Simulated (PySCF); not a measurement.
Job file and geometry (Å, from GFN2-xTB) of an NMR shielding run on `O(C)C[C@@H](OC)B(F)F`, C₄H₉BF₂O₂, PySCF, GIAO PBE0/pcSseg-1 NMR shielding, non-relativistic, gas phase; density fitting, a coarse starting grid and PySCF grid level 2 are the driver's defaults:

```
$ OMP_NUM_THREADS=1 python probes_run.py task.json out

{"job": {"kind": "nmr", "xc": "PBE0", "basis": "pcSseg-1"}, "charge": 0, "multiplicity": 1}
C      2.555236     0.727570    -0.103393
O      1.248589     0.334849     0.271908
C      0.506059    -0.479733    -0.660115
C     -0.868408     0.201369    -0.471376
O     -1.765983    -0.529433     0.322778
C     -2.432895    -1.561079    -0.363943
B     -0.129790     1.462501     0.280083
F     -0.316173     1.817273     1.548828
F      0.269604     2.483408    -0.506991
H      2.547014     1.290642    -1.040753
H      2.929221     1.364350     0.696280
H      3.188404    -0.157277    -0.201725
H      0.898350    -0.364638    -1.672736
H      0.551840    -1.524063    -0.343130
H     -1.331859     0.444148    -1.437932
H     -3.019546    -1.162763    -1.201161
H     -1.736676    -2.315068    -0.750770
H     -3.101746    -2.025738     0.357732
```

Problem. What does the program print?

Solution. 
```
coarse grid: 15360 points
cycle   1  E = -532.0811761189  dE =  1.146e+00  |g| = 8.560e-01  |ddm| = 3.586e+00
cycle   2  E = -531.9661097851  dE =  1.151e-01  |g| = 1.220e+00  |ddm| = 1.488e+00
cycle   3  E = -532.2036789797  dE = -2.376e-01  |g| = 9.387e-02  |ddm| = 9.238e-01
cycle   4  E = -532.2049042792  dE = -1.225e-03  |g| = 4.990e-02  |ddm| = 8.148e-02
cycle   5  E = -532.2052946554  dE = -3.904e-04  |g| = 8.893e-03  |ddm| = 3.371e-02
cycle   6  E = -532.2053062618  dE = -1.161e-05  |g| = 3.026e-03  |ddm| = 8.356e-03
cycle   7  E = -532.2053082629  dE = -2.001e-06  |g| = 4.313e-04  |ddm| = 2.917e-03
final grid: 150016 points
cycle   8  E = -532.2891971596  dE = -5.803e-05  |g| = 1.521e-02  |ddm| = 2.689e-02
cycle   9  E = -532.2891532783  dE =  4.388e-05  |g| = 2.225e-02  |ddm| = 1.907e-02
cycle  10  E = -532.2892378661  dE = -8.459e-05  |g| = 1.863e-03  |ddm| = 1.210e-02
cycle  11  E = -532.2892386479  dE = -7.818e-07  |g| = 1.986e-04  |ddm| = 1.747e-03
cycle  12  E = -532.2892386542  dE = -6.310e-09  |g| = 1.139e-04  |ddm| = 2.117e-04
cycle  13  E = -532.2892386561  dE = -1.977e-09  |g| = 3.419e-05  |ddm| = 8.951e-05
cycle  14  E = -532.2892386563  dE = -1.987e-10  |g| = 5.931e-06  |ddm| = 2.529e-05
converged SCF energy = -532.2892386563

GIAO shielding tensors (ppm)
atom      isotropic    diamagn.    paramagn.     s11        s22        s33       span
  0 C      128.506     243.278    -114.771     93.219    107.897    184.403     91.184
  1 O      280.228     403.755    -123.527    212.513    287.738    340.434    127.922
  2 C      106.016     252.009    -145.993     75.974     89.752    152.322     76.348
  3 C      105.799     254.745    -148.946     81.379     93.712    142.305     60.926
  4 O      309.202     396.671     -87.469    270.745    313.307    343.555     72.810
  5 C      125.425     244.374    -118.950     90.761    102.961    182.552     91.791
  6 B       92.005     189.711     -97.707     86.870     89.822     99.321     12.451
  7 F      300.041     468.169    -168.128    196.434    339.528    364.160    167.727
  8 F      316.208     468.869    -152.660    245.263    345.945    357.418    112.155
  9 H       28.308      28.863      -0.555     24.244     26.808     33.870      9.626
 10 H       27.910      27.943      -0.033     23.631     25.242     34.858     11.227
 11 H       28.308      28.236       0.072     24.240     25.644     35.040     10.799
 12 H       28.233      33.332      -5.099     24.506     28.431     31.761      7.254
 13 H       27.241      32.708      -5.467     22.722     27.027     31.974      9.251
 14 H       28.209      33.475      -5.267     24.429     29.091     31.105      6.676
 15 H       28.710      28.589       0.121     25.022     26.325     34.783      9.761
 16 H       28.642      30.258      -1.616     24.514     26.950     34.463      9.949
 17 H       27.896      28.286      -0.390     23.828     25.319     34.542     10.715
```

Size and cost of the density-fitted run: 198 basis functions, 62 s wall time on 1 thread of an Arm Neoverse N1, shared host; peak memory 0.86 GiB.
